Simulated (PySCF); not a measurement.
## Fractional electron number in Mn⁺ (manganese, charge +1)

The 4s alpha orbital of [Ar] 3d5 4s1 is emptied in steps (occupation f), with all orbitals relaxed, ending at [Ar] 3d5. Computed with PySCF 2.14 in aug-pcseg-2 (7s5p4d3f2g, 81 functions), with no relativity, point nucleus. The exact energy is a straight line in f; departures are measured from the line between the end points of the same method.

```csv
f,BHandHLYP (eV),TPSS (eV)
1,0.000,0.000
0.9,-0.160,-0.313
0.7,-0.372,-0.732
0.5,-0.443,-0.876
0.3,-0.372,-0.742
0.1,-0.159,-0.321
0,0.000,0.000
```

```csv
method,E(f=0) − E(f=1) (eV),−ε at f=1 (eV),−ε at f=0.5 (eV)
BHandHLYP,15.429,13.656,15.430
TPSS,15.849,12.378,15.822
```

Orbital energy along the path (eV):

| f | BHandHLYP | TPSS |
| --- | --- | --- |
| 1 | -13.656 | -12.378 |
| 0.9 | -14.011 | -13.064 |
| 0.7 | -14.720 | -14.440 |
| 0.5 | -15.430 | -15.822 |
| 0.3 | -16.139 | -17.226 |
| 0.1 | -16.843 | -18.687 |
| 0 | -17.192 | -19.433 |

Reference removal energy between the ground levels: 15.640 eV (measured; NIST Atomic Spectra Database, ionization energies).
